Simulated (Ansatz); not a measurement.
Cartesian coordinates (Å):
SMILES: [SiH3]B[SiH3]
```xyz
10

Si    -1.7782     0.1427    -0.1687
B      0.0875     0.6777     0.3406
Si     1.7438    -0.3797    -0.0715
H     -1.8455    -0.7271    -1.3685
H     -2.6906     1.2964    -0.3697
H     -2.2859    -0.6441     0.9917
H      0.2191     1.6416     1.0315
H      1.5862    -1.3487    -1.1834
H      2.0537    -1.1498     1.1662
H      2.9099     0.4911    -0.3681
```
Charge 0, spin multiplicity 1.

The numbers are results of frozen-core CCSD(T)/cc-pVQZ // B3LYP-D3(BJ)/def2-TZVP run with Ansatz (a first-principles code), not measurements.

```
Item                            Value
----------------------  -------------
HF energy               -606.61918 Ha
MP2 correlation energy    -0.38003 Ha
```

Task: Estimate the CCSD correlation energy, the (T) correction, the total energy and the T1 diagnostic.

Result: 
- CCSD correlation energy = -0.43835 Ha
- (T) correction = -0.01491 Ha
- CCSD(T) total energy = -607.07244 Ha
- T1 diagnostic = 0.014
